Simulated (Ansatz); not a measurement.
Stepwise reaction of `[CH3][V]([CH3])(=[O])[OH]` with ammonia, as a gas-phase model of exchange steps in deposition or etching. ΔE in kJ/mol; ΔG adds harmonic PBE0-D4 terms to CCSD(T)/CBS, at 1 bar.

Computed with Ansatz on PBE0-D4/def2-TZVP structures; ΔE is electronic, products minus reactants. CCSD(T)/CBS adds triple-zeta CCSD(T) − MP2 to the extrapolated MP2 energy (def2 sets, frozen cores). This one scheme is used for every species. Functionals use def2-TZVPP. B3LYP here is the variant with VWN-RPA as its local correlation; programs differ in this. For V outer-core shells are correlated without core-valence functions, which leaves a few kJ/mol of doubt a bond. Scalar relativity is left out up to krypton. Each species was taken in one conformer, which may not be the lowest.

| step | reaction | PBE-D4 | B3LYP-D4 | ωB97M-V | CCSD(T)/CBS | ΔG(400 K) |
| --- | --- | --- | --- | --- | --- | --- |
| 2 | `[CH3][V]([NH2])(=[O])[OH]` + NH₃ → `[NH2][V]([NH2])(=[O])[OH]` + CH₄ | -81.7 | -80.8 | -71.1 | -72.0 | -71.6 |

**Question.** Give the row of step 1, `[CH3][V]([CH3])(=[O])[OH]` + NH₃ → `[CH3][V]([NH2])(=[O])[OH]` + CH₄. (An estimate is asked.)

**Answer.** The calculation gave: 
```csv
step,reaction,PBE-D4,B3LYP-D4,ωB97M-V,CCSD(T)/CBS,ΔG(400 K)
1,`[CH3][V]([CH3])(=[O])[OH]` + NH₃ → `[CH3][V]([NH2])(=[O])[OH]` + CH₄,-130.2,-130.7,-122.4,-127.2,-113.0
```

**Question.** By hand: ΔE of the 2 steps together at CCSD(T)/CBS.

**Answer.** (-127.2) + (-72.0) = -199.2 kJ/mol, or -99.6 kJ/mol a step.

In ΔE each step is higher than the one before. All are downhill at CCSD(T)/CBS. ΔG lies between -113.0 and -71.6 kJ/mol a step. PBE-D4 differs from CCSD(T)/CBS by -9.7 to -3.0 kJ/mol a step. Only this route is followed, and other bonds may react first. Isolated molecules leave out the surface, adducts and barriers. Largest T1 diagnostic: 0.032.
